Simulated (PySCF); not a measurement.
# Basis-set dependence of population analyses: `P[SiH]1CC1`

Species: C2H7PSi.
SMILES with atom numbers: `[PH2:1][SiH:2]1[CH2:3][CH2:4]1` (hydrogens: H5, H6 on P1; H7 on Si2; H8, H9 on C3; H10, H11 on C4)

Structure used (PBE0-D3(BJ)/def2-SVP), in Å, numbered top down from 1:
```xyz
11
C2H7PSi angstrom
P      2.0994   -0.2068    0.8358
Si     0.3178   -0.1973   -0.5212
C     -1.3356   -0.4610    0.3022
C     -1.0434    0.9961   -0.0692
H      2.9554    0.4983   -0.0654
H      2.5733   -1.4907    0.4252
H      0.4518   -0.5880   -1.9502
H     -1.3588   -0.7041    1.3700
H     -2.1260   -0.9675   -0.2624
H     -1.6443    1.4318   -0.8749
H     -0.8787    1.6946    0.7582
```

PBE0 throughout (PySCF), one geometry, spherical d and f functions. Isolated species at its PBE0-D3(BJ)/def2-SVP geometry (one conformer only). Atoms taken as equivalent share a column and are averaged.

Mulliken charges (e):

```
        basis  functions      P1     Si2   C3/C4   H5/H6      H7  H8/H11  H9/H10
       STO-3G         35  +0.160  +0.431  -0.307  -0.078  -0.103  +0.071  +0.070
        6-31G         58  -0.132  +0.564  -0.588  +0.004  -0.085  +0.208  +0.202
     pcSseg-0         58  -0.348  +0.782  -0.869  +0.105  -0.024  +0.282  +0.277
       6-31G*         78  -0.192  +0.351  -0.513  +0.045  -0.040  +0.205  +0.203
     def2-SVP         99  -0.105  +0.231  -0.244  +0.023  -0.036  +0.089  +0.087
      cc-pVDZ         99  -0.124  +0.158  -0.177  +0.040  -0.023  +0.067  +0.065
     pcSseg-1        117  -0.215  +0.410  -0.453  +0.062  -0.041  +0.159  +0.155
  aug-cc-pVDZ        163  -0.985  +0.158  +0.790  +0.379  +0.247  -0.449  -0.431
6-311+G(2d,p)        166  -0.250  +0.413  -0.397  +0.081  -0.036  +0.127  +0.126
    def2-TZVP        178  -0.238  +0.190  -0.332  +0.091  -0.004  +0.135  +0.133
      cc-pVTZ        226  -0.140  +0.173  -0.279  +0.044  -0.022  +0.118  +0.112
     IGLO-III        228  -0.035  +0.641  -0.443  -0.040  -0.167  +0.132  +0.132
```

IAO charges (e):

| basis | functions | P1 | Si2 | C3/C4 | H5/H6 | H7 | H8/H11 | H9/H10 |
| --- | --- | --- | --- | --- | --- | --- | --- | --- |
| STO-3G | 35 | +0.065 | +0.617 | -0.498 | -0.047 | -0.096 | +0.126 | +0.126 |
| 6-31G | 58 | -0.114 | +0.478 | -0.497 | +0.019 | -0.064 | +0.165 | +0.163 |
| pcSseg-0 | 58 | -0.135 | +0.491 | -0.508 | +0.031 | -0.062 | +0.166 | +0.164 |
| 6-31G* | 78 | -0.075 | +0.563 | -0.505 | -0.003 | -0.096 | +0.156 | +0.156 |
| def2-SVP | 99 | -0.076 | +0.577 | -0.504 | -0.001 | -0.100 | +0.152 | +0.152 |
| cc-pVDZ | 99 | -0.082 | +0.564 | -0.508 | +0.002 | -0.095 | +0.156 | +0.156 |
| pcSseg-1 | 117 | -0.080 | +0.582 | -0.513 | 0.000 | -0.098 | +0.156 | +0.155 |
| aug-cc-pVDZ | 163 | -0.089 | +0.569 | -0.519 | +0.005 | -0.094 | +0.161 | +0.161 |
| 6-311+G(2d,p) | 166 | -0.075 | +0.594 | -0.529 | -0.002 | -0.102 | +0.161 | +0.161 |
| def2-TZVP | 178 | -0.076 | +0.602 | -0.530 | -0.002 | -0.104 | +0.161 | +0.161 |
| cc-pVTZ | 226 | -0.083 | +0.591 | -0.527 | +0.001 | -0.100 | +0.161 | +0.161 |
| IGLO-III | 228 | -0.073 | +0.601 | -0.532 | -0.002 | -0.103 | +0.161 | +0.161 |

Hirshfeld charges (e):

```
        basis  functions      P1     Si2   C3/C4   H5/H6      H7  H8/H11  H9/H10
       STO-3G         35  +0.090  +0.254  -0.119  -0.044  -0.068  +0.012  +0.012
        6-31G         58  -0.017  +0.196  -0.150  -0.004  -0.061  +0.048  +0.047
     pcSseg-0         58  -0.002  +0.230  -0.152  -0.008  -0.064  +0.038  +0.039
       6-31G*         78  -0.020  +0.198  -0.152  -0.002  -0.063  +0.048  +0.048
     def2-SVP         99  +0.005  +0.236  -0.162  -0.010  -0.069  +0.042  +0.044
      cc-pVDZ         99  -0.001  +0.231  -0.160  -0.009  -0.068  +0.043  +0.044
     pcSseg-1        117  -0.004  +0.248  -0.167  -0.008  -0.068  +0.042  +0.044
  aug-cc-pVDZ        163  -0.002  +0.249  -0.176  -0.009  -0.065  +0.046  +0.048
6-311+G(2d,p)        166  +0.003  +0.244  -0.171  -0.010  -0.065  +0.045  +0.045
    def2-TZVP        178  -0.003  +0.243  -0.171  -0.008  -0.065  +0.045  +0.047
      cc-pVTZ        226  -0.004  +0.243  -0.170  -0.009  -0.066  +0.045  +0.046
     IGLO-III        228  +0.007  +0.246  -0.175  -0.010  -0.064  +0.044  +0.046
```

Which scheme is steadiest as the basis changes?

Largest range over the bases for any column: Hirshfeld 0.11 e, IAO 0.20 e, Mulliken 1.66 e. Hirshfeld charges move least and Mulliken charges most, counted in e. Without the minimal STO-3G basis the ranges are Hirshfeld 0.05, IAO 0.12, Mulliken 1.66 e.

How much do the charges still move between the two largest bases, cc-pVTZ and IGLO-III?

At most, over all atoms: Mulliken 0.468 e, IAO 0.011 e, Hirshfeld 0.011 e.

What do the same runs give for the total energy, the frontier levels and the dipole moment?

```csv
basis,energy (Eh),HOMO (eV),LUMO (eV),μ (D)
STO-3G,-702.7446,-4.53,5.14,1.34
6-31G,-710.7601,-6.90,0.58,1.10
pcSseg-0,-709.9432,-7.28,0.43,1.41
6-31G*,-710.8408,-6.69,0.48,0.74
def2-SVP,-710.6292,-6.83,0.43,0.70
cc-pVDZ,-710.8835,-6.75,0.46,0.62
pcSseg-1,-710.8475,-6.91,0.24,0.81
aug-cc-pVDZ,-710.8919,-6.82,-0.15,0.60
"6-311+G(2d,p)",-710.9255,-6.84,-0.01,0.61
def2-TZVP,-710.9340,-6.82,0.08,0.58
cc-pVTZ,-710.9386,-6.81,0.18,0.57
IGLO-III,-710.9358,-6.81,0.15,0.52
```

The dipole is fixed by the density alone, so its range of 0.89 D shows that the density itself changes with the basis, not only its division among atoms.
